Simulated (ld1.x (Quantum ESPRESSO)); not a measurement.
**osmium, TM: configuration errors across variants**

- Element: osmium (Os)
- Generator: ld1.x (Quantum ESPRESSO) 7.5
- Type: norm-conserving Troullier–Martins (Kleinman–Bylander form)
- Functional: LDA (PZ)
- Relativity: scalar-relativistic
- Frozen core: [Xe] 4f14
- Valence charge: 8
- Reference configuration: 5d6 6s2 6p0
- Partial waves: 6p (bound, empty): rc 1.40 bohr; 5d (bound): rc 1.95 bohr; 6s (bound): rc 2.25 bohr
- Local potential: the s channel
- Core correction: Bessel-smoothed model core, default radius (core density twice the valence density)

All-electron excitation energies from the reference (eV): (1) 5d6 6s1 6p0 9.864; (2) 5d6 6s0 6p0 27.147; (3) 5d5 6s0 6p0 56.302; (4) 5d5 6s2 6p0 11.304; (5) 5d6.5 6s1.5 6p0 0.073; (6) 5d6 6s2 6p0 spin -2.020; (7) 5d6 6s1 6p0 spin 6.898.

Spin tests fill each open shell by Hund’s rule, majority spin first.

For the base: The 6p radius (1.40 bohr) lies inside the outermost node of the all-electron wave (1.43 bohr), which a nodeless pseudo-wave cannot match soundly.

The default core radius of the base comes out at 1.31 bohr.

Tests that are not counted but printed errors over 1 eV. “base”: 5d6 6s0 6p1 (solver errors, printed error -2.9 eV); 5d6 6s0 6p2 (solver errors, printed error -328 eV). “wave 5d (bound): rc 1.95 bohr becomes 5d (bound): rc 1.30 bohr”: 5d6 6s0 6p1 (solver errors, printed error -2.9 eV); 5d6 6s0 6p2 (solver errors, printed error -328 eV). “local potential all-electron potential smoothed inside 1.05 bohr (lloc = -1)”: 5d6 6s0 6p1 (solver errors, printed error -2.9 eV); 5d6 6s0 6p2 (solver errors, printed error -328 eV). “wave 6p (bound): rc 1.40 bohr becomes 6p (bound): rc 1.06 bohr”: 5d6 6s0 6p1 (solver errors, printed error -2.9 eV); 5d6 6s0 6p2 (solver errors, printed error -324 eV). “all radii but the core radius scaled by about 0.86 (s 1.94, p 1.20, d 1.68 bohr)”: 5d6 6s0 6p1 (solver errors, printed error -2.9 eV); 5d6 6s0 6p2 (solver errors, printed error -10.6 eV).

4 further variants failed, have other tests or another functional or relativity, and are left out.

A true bound ghost makes a file unfit for plane-wave use even where its test errors are small: the radial tests pick states by their node count and pass the ghost by. Where a test does run into it, the solver fails or the error is huge.

Errors AE − PS in meV (a dash: test not solved or not reliable):

```csv
change,(1),(2),(3),(4),(5),(6),(7),bound ghosts
base,-10,-47,-155,-64,-19,+6.5,+33,p
wave 5d (bound): rc 1.95 bohr becomes 5d (bound): rc 1.30 bohr,-10,-47,-155,-63,-19,+11,+38,p
local potential all-electron potential smoothed inside 1.05 bohr (lloc = -1),-11,-44,-76,-60,-15,+7.1,+35,"s, p"
wave 6p (bound): rc 1.40 bohr becomes 6p (bound): rc 1.06 bohr,-10,-47,-155,-64,-19,+6.5,+33,p
"all radii but the core radius scaled by about 0.86 (s 1.94, p 1.20, d 1.68 bohr)",-6.9,-33,-158,-35,-14,+8.9,+27,p
wave 6s (bound): rc 2.25 bohr becomes 6s (bound): rc 3.18 bohr,-6.7,-50,-266,-14,-8.6,+11,+33,p
core correction Bessel-smoothed model core inside 1.46 bohr,-10,-47,-155,-64,-19,+17,+45,p
wave 6p (bound): rc 1.40 bohr becomes 6p (bound): rc 1.18 bohr,-10,-47,-155,-64,-19,+6.5,+33,p
```

(1) Give the same row for: core correction Bessel-smoothed model core inside 1.50 bohr.

Answers

(1) -10, -47, -155, -64, -19, +22, +50; bound ghosts: p. Not counted: 5d6 6s0 6p1 (solver errors, printed error -2.9 eV); 5d6 6s0 6p2 (solver errors, printed error -328 eV).
